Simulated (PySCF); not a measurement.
C4H12OSi, SMILES CC[Si@H](C)OC.

Coordinates come from a ωB97X-D3(BJ)/def2-SVP optimisation. The structure was generated by enumeration; whether it is a known compound was not checked. One conformer was computed; it need not be the lowest.

These are PySCF 2.14.0 with TDA-B3LYP/def2-SVPD values and carry that method's errors.

Vertical excitations. The molecule is in vacuum.

Computed excitation energies, oscillator strengths and character:
```tsv
state	energy (eV)	λ (nm)	f	main pairs
S1	6.79	182	0.000	HOMO→LUMO 98 %
S2	7.21	172	0.015	HOMO→LUMO+1 89 %
S3	7.35	169	0.009	HOMO→LUMO+2 63 %, HOMO−1→LUMO 29 %
S4	7.43	167	0.004	HOMO−1→LUMO 64 %, HOMO→LUMO+2 25 %
S5	7.62	163	0.018	HOMO→LUMO+3 92 %
S6	7.79	159	0.009	HOMO−1→LUMO+1 84 %
T1	6.70	185	0	HOMO→LUMO 95 %
T2	7.02	177	0	HOMO→LUMO+1 58 %, HOMO→LUMO+2 30 %
```
Triplets are in the Tamm–Dancoff approximation.
